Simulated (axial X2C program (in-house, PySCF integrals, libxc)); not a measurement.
# Working with the constants of MoCl

A bond curve at the CCSD(T) level, 2c, was computed with an in-house relativistic program for diatomic molecules (basis Mo dyall-cv3z [11s12p9d5f3g], Cl dyall-av3z [9s8p3d2f] (cores contracted in-house)) for the state Ω = 5/2 (⟨Sz⟩ = 2.50, ⟨Lz⟩ = 0.00 at HF). Its fit gives Re = 2.3063 Å, ωe = 371.9 cm⁻¹, ωexe = 1.24 cm⁻¹ and αe = 5.592e-04 cm⁻¹; the masses are 97.9054 and 34.9689 u. Two-component means X2C with spin–orbit coupling and atomic mean-field Coulomb and Gaunt terms.

Correlated methods: 21 electrons correlated (number of frozen shells: Mo 3 s, 2 p, 1 d; Cl 2 s, 1 p), 291 virtual spin orbitals or spinors in MP2, 110 natural virtuals in coupled cluster.

Q: Find the reduced mass, Be and the force constant.

A: From the CCSD(T) values: μ = 25.7660 u. Be = 16.8576/(μ Re²) = 0.123 cm⁻¹. k = 5.8918×10⁻⁷ μ ωe² = 2.1 mdyn/Å.

Q: Where do the fundamental and the first overtone lie?

A: ν(1←0) = ωe − 2ωexe = 369.4 cm⁻¹; ν(2←0) = 2ωe − 6ωexe = 736.4 cm⁻¹.

Q: A Morse curve ties αe to the other constants (Pekeris). How well does that hold?

A: αe(Morse) = 6Be²/ωe × (√(ωexe/Be) − 1) = 5.309e-04 cm⁻¹; the CCSD(T) curve gives 5.592e-04 cm⁻¹, a ratio of 0.95.

Q: Estimate the centrifugal constant by the Kratzer relation.

A: D = 4Be³/ωe² = 5.38e-08 cm⁻¹.

One determinant describes the state; a PBE0 search over occupations chose it and may have missed a lower one. CCSD and (T) use frozen natural virtuals with an MP2 correction for the truncation; (T) itself is uncorrected, so its De runs slightly low. With several unpaired electrons one determinant need not be a pure state. This is the top spin component of a Σ state; components of lower Ω are not single determinants and can lie lower.
